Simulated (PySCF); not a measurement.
**MBr cations for M along the fourth-period p block**

PBE0 with triple-zeta basis sets in PySCF, for the lowest determinant that a PBE0 search found; no spin–orbit coupling. De refers to high-spin ground-configuration atoms (the charge goes to the atom of lower measured ionisation energy or higher electron affinity, which is not always the lowest computed limit). A positive dipole points towards Br; it is taken about the centre of mass and depends on that origin.

```csv
M,basis,charged atom,state (unpaired electrons),Re (Å),ωe (cm⁻¹),De (eV),μ (D)
Ga,def2-TZVPPD,Ga+,doublet (σ ↑),2.245,294,0.93,-4.30
Ge,def2-TZVPPD,Ge+,singlet (closed shell),2.204,372,4.35,-3.26
As,def2-TZVPPD,As+,doublet (π ↑),2.180,392,3.92,-2.08
Br,cc-pVTZ-PP,Br+,doublet (π ↑),2.191,386,3.57,n/a
```

The shortest bond is that of AsBr⁺ (2.180 Å), the longest that of GaBr⁺ (2.245 Å). GeBr⁺ is bound most strongly (4.35 eV) and GaBr⁺ least (0.93 eV).

The rows differ in basis set, which adds steps of its own.

The state changes along the series, so neighbouring rows are not always alike in their bonding.

Spin–orbit coupling is left out. For an ion De counts to the pair picked by the measured ionisation energies or electron affinities, which need not be the lowest pair at this level. States were picked by a PBE0 search and need not be the measured ground states.
